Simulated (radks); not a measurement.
Numerical settings for the osmium ion Os+, [Xe] 4f14 5d6 6s1. Calculated with a radial shooting solver on a logarithmic mesh with Libxc functionals: scalar-relativistic Kohn-Sham, BLYP, spin-polarised, spherical densities, finite nucleus; open shells are filled with parallel spins first (spin-orbit coupling, left out, can overturn this in heavy ions); Fermi nuclear charge, rms radius 5.4126 fm. The defaults (mesh step 0.008 in ln r, mesh end at 40 bohr or more with all orbitals vanishing there, Anderson mixing 0.5 over 9 steps, residual threshold near 1e-9 with the energy settled to 1e-9 hartree or 1e-11 of itself, here a cap of 86 iterations) give E = -17251.462 hartree and 5d at -12.406 eV in 16 iterations. Times are rough (one thread of a shared host). Changes against that run (0 stands for a change within the tolerance of the run):

| setting | iterations | converged | E (mhartree) | e(5d) (meV) | CPU (s) |
|---|---|---|---|---|---|
| mesh step in ln r 0.12 | 4 | no | diverged | - | 0.01 |
| mesh step in ln r 0.03 | 15 | yes | +0.0046 | 0 | 0.09 |
| mesh step in ln r 0.005 | 17 | yes | 0 | 0 | 0.46 |
| mesh end (bohr) 1 | 86 | no | +3.81e+05 | +4.73e+05 | 3.4 |
| mesh end (bohr) 20 | 16 | yes | 0 | 0 | 0.28 |
| residual threshold 0.001 | 10 | yes | 0 | -0.569 | 0.21 |
| residual threshold 0.01 | 10 | yes | 0 | -0.569 | 0.21 |
| mixing 0.01 | 41 | yes | 0 | 0 | 0.59 |
| linear mixing, mixing 0.05 | 86 | no | -2.83 | -75.4 | 1.4 |
| linear mixing, mixing 0.8 | 86 | no | +2.66e+05 | +4.6e+03 | 3.1 |
| mixing history 3 | 19 | yes | 0 | 0 | 0.3 |
| iteration cap 5 | 5 | no | +5.73 | +245 | 0.12 |

No run marked as converged misses the energy by more than 1 mhartree. A mesh that ends early acts as a hard wall.
